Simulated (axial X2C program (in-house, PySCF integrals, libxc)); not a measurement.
# Testing model relations on LaTe

A bond curve at the PBE0 level, with spin–orbit coupling, was computed with an axial X2C code built on PySCF integrals (basis La dyall-cv3z [13s14p9d5f2g], Te dyall-cv3z [11s12p8d4f1g] (cores contracted in-house)) for the state Ω = 1/2 (⟨Sz⟩ = 0.50, ⟨Lz⟩ = 0.00 at PBE0). Its fit gives Re = 2.7368 Å, ωe = 238.8 cm⁻¹, ωexe = 0.304 cm⁻¹ and αe = 5.957e-05 cm⁻¹; the masses are 138.9063 and 129.9062 u. Two-component means X2C with spin–orbit coupling and atomic mean-field Coulomb and Gaunt terms.

Task: Find the reduced mass, Be and the force constant.

Result: From the PBE0 values: μ = 67.1278 u. Be = 16.8576/(μ Re²) = 0.03353 cm⁻¹. k = 5.8918×10⁻⁷ μ ωe² = 2.26 mdyn/Å.

Task: Where do the fundamental and the first overtone lie?

Result: ν(1←0) = ωe − 2ωexe = 238.2 cm⁻¹; ν(2←0) = 2ωe − 6ωexe = 475.8 cm⁻¹.

Task: The dipole moment p changes by 4.80 D/Å at Re. What harmonic infrared intensity follows?

Result: I = 42.256 × (dp/dR)²/μ = 15 km/mol.

Task: Estimate the centrifugal constant by the Kratzer relation.

Result: D = 4Be³/ωe² = 2.64e-09 cm⁻¹.

Task: A Morse curve ties αe to the other constants (Pekeris). How well does that hold?

Result: αe(Morse) = 6Be²/ωe × (√(ωexe/Be) − 1) = 5.680e-05 cm⁻¹; the PBE0 curve gives 5.957e-05 cm⁻¹, a ratio of 0.95.

The state is one determinant whose occupation by symmetry is held fixed; it was picked as the lowest of a PBE0 search that is not exhaustive. Density functionals use the spin component along the axis (collinear). PBE0 can misorder states that lie within some tenths of an eV, so this need not be the ground state of the molecule. The nearest other 2c determinant of the search, Ω = 3/2, lies 0.42 eV up at the distance of the search. The stretched end of a curve changes character and is left out.
